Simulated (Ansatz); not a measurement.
Computed with Ansatz on PBE0-D4/def2-TZVP structures; ΔE is electronic, products minus reactants. CCSD(T)/CBS adds triple-zeta CCSD(T) − MP2 to the extrapolated MP2 energy (def2 sets, frozen cores). This one scheme is used for every species. DFT in def2-TZVPP. HSE06 is defined as in plane-wave codes. def2 core potentials past Kr. For Te outer-core shells are correlated without core-valence functions, which leaves a few kJ/mol of doubt a bond.

`[TeH][SiH]1CC1` + HCl → `Cl[SiH]1CC1` + H₂Te  (ligand exchange at the Si–Te bond)

`[TeH][SiH]1CC1`:

Cartesian coordinates in Å:
```
Te -1.900 1.136 -1.644
Si -0.432 -0.485 -0.498
C 1.098 0.088 0.369
C -0.100 -0.180 1.297
H -0.957 1.149 -3.010
H -0.489 -1.887 -0.965
H 1.935 -0.598 0.448
H 1.403 1.123 0.262
H -0.538 0.687 1.780
H -0.019 -1.035 1.960
```

HCl:

Z-matrix (Å, degrees):
```
Cl
H 1 1.279
```

`Cl[SiH]1CC1`:

Z-matrix (Å, degrees):
```
Si
C 1 1.829
C 1 1.829 2 50.6
Cl 1 2.043 2 119.5 3 -105.5
H 1 1.473 2 122.3 3 107.4
H 2 1.086 1 120.1 3 -107.0
H 2 1.085 1 119.3 3 106.3
H 3 1.085 1 119.4 2 -106.3
H 3 1.086 1 120.1 2 107.0
```

H₂Te:

Z-matrix (Å, degrees):
```
Te
H 1 1.656
H 1 1.656 2 90.4
```

(1) Is it downhill or uphill in electronic energy at CCSD(T)/CBS, and by how much? (Estimate.)

(2) What do these levels give: LDA (SPW92), B97M-V, PBE0-D4, r2SCANh-D4, HSE06-D4, B2PLYP, MP2/def2-TZVPP, SCS-MP2/def2-TZVPP, CCSD/def2-TZVPP, HF/def2-QZVPP, MP2/def2-QZVPP, MP2/CBS(def2)? (Best estimate.)

Largest T1 diagnostic among the species: 0.011.

Results:

(1) Computed: Downhill: ΔE = -23.5 kJ/mol.

(2) Computed: LDA (SPW92) -23.6, B97M-V -38.2, PBE0-D4 -23.2, r2SCANh-D4 -28.8, HSE06-D4 -22.9, B2PLYP -31.6, MP2/def2-TZVPP -22.4, SCS-MP2/def2-TZVPP -27.9, CCSD/def2-TZVPP -30.4, HF/def2-QZVPP -45.7, MP2/def2-QZVPP -20.4, MP2/CBS(def2) -18.8 kJ/mol.

The D4 term adds +5.3 kJ/mol with B3LYP and +3.0 kJ/mol with PBE0; it sums over pairs of atoms, weighted by their polarisabilities, and B3LYP, whose exchange is more repulsive, gets the larger term. Leaving LDA and LC-ωPBE aside and taking each functional with its dispersion term where it has one, the values, not all of them listed here, spread over 17.1 kJ/mol, from B97M-V to PBE-D4.

B3LYP here is the variant with VWN-RPA as its local correlation; programs differ in this.
